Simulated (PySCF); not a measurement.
Si2H6O3

The system: Si2H6O3, a small molecule; neutral, singlet. The structure, one conformer, was relaxed in the gas phase by PBE0-D3(BJ)/def2-SVP. No frequency run checks that it is a minimum.

SMILES: O[Si](O)(O)[SiH3]

```csv
atom,x (Å),y (Å),z (Å)
Si1,-0.305,-0.111,-0.512
Si2,0.568,0.146,1.636
O3,-1.784,0.630,-0.474
O4,0.720,0.507,-1.670
O5,-0.511,-1.692,-0.964
H6,0.757,1.598,1.951
H7,-0.334,-0.455,2.664
H8,1.906,-0.518,1.722
H9,-2.393,0.388,-1.181
H10,0.986,1.426,-1.573
H11,0.150,-2.030,-1.576
```

Shieldings: GIAO PBE0/pcSseg-2. Shifts are against computed references at the same level: H TMS (σ 31.24 ppm), Si TMS (σ 341.3 ppm). Core levels by delta-SCF with SCAN, pcX-2 on the ionised atom and pcseg-1 elsewhere, spin-free X2C (2p3/2 is the spin-free 2p value less a third of a first-order spin-orbit splitting); from the vacuum level, for chosen atoms.

Give the NMR and core-level values of the distinct atoms.


```tsv
atoms	bonded to	σ (ppm)	δ (ppm)	core level (eV)
Si1	3 O + 1 Si	369.7	-28.4	2p3/2 107.92
Si2	1 Si + 3 H	462.8	-121.5	2p3/2 106.58
O3	1 Si + 1 H	248.5	-	1s 538.65
O4	1 Si + 1 H	239.8	-	1s 538.69
O5	1 Si + 1 H	263.2	-	1s 538.68
H6 H7 H8	1 Si	27.87	3.38	-
H9	1 O	29.18	2.07	-
H10	1 O	29.32	1.93	-
H11	1 O	29.35	1.89	-
```

Values are those of this one static structure, with the three H of a rotating XH3 group averaged; atoms that internal rotation interchanges would show their mean in an NMR spectrum.

Which of Si1, Si2 holds its core electrons tightest, and by how much against the loosest?

Si1 (bonded to 3 O + 1 Si), by 1.35 eV over Si2 (bonded to 1 Si + 3 H).

By CAM-B3LYP/def2-SVPD (TDDFT singlets, Tamm-Dancoff triplets, ionisation by delta-SCF), where does absorption start, and what does vertical ionisation take?

The lowest singlet lies at 7.15 eV (f 0.110), the lowest triplet at 6.37 eV; vertical ionisation takes 10.37 eV.

The 3 runs behind this took 2.1 min in all, one thread each of Intel Xeon Platinum 8259CL on a shared host, launched as `OMP_NUM_THREADS=1 python cluster_run.py task.json out`.
